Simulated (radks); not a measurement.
Species: Nd21+. Configuration: [Kr] 4d1 5s2 (not the ground configuration). Calculated with a radial shooting solver on a logarithmic mesh with Libxc functionals: scalar-relativistic Kohn-Sham, PBE, spin-unpolarised, spherical densities, point nucleus.

Normalised radial functions P(r) = r R(r), r in bohr:

r,4f
0.002384,0.0000
0.003104,0.0000
0.004042,0.0000
0.005263,0.0000
0.006853,0.0000
0.008923,0.0000
0.01162,0.0001
0.01501,0.0002
0.01954,0.0004
0.02545,0.0011
0.03314,0.0027
0.04315,0.0068
0.05618,0.0163
0.07316,0.0375
0.0945,0.0799
0.1231,0.1640
0.1602,0.3119
0.2086,0.5422
0.2717,0.8467
0.3538,1.1637
0.4606,1.3704
0.595,1.3315
0.7748,1.0058
1.009,0.5506
1.314,0.1979
1.711,0.0410
2.228,0.0041
2.9,0.0002

4f (empty): eigenvalue -513.07 eV, 0 radial nodes, <r> = 0.591 bohr, 90 % of the charge inside 0.885 bohr.
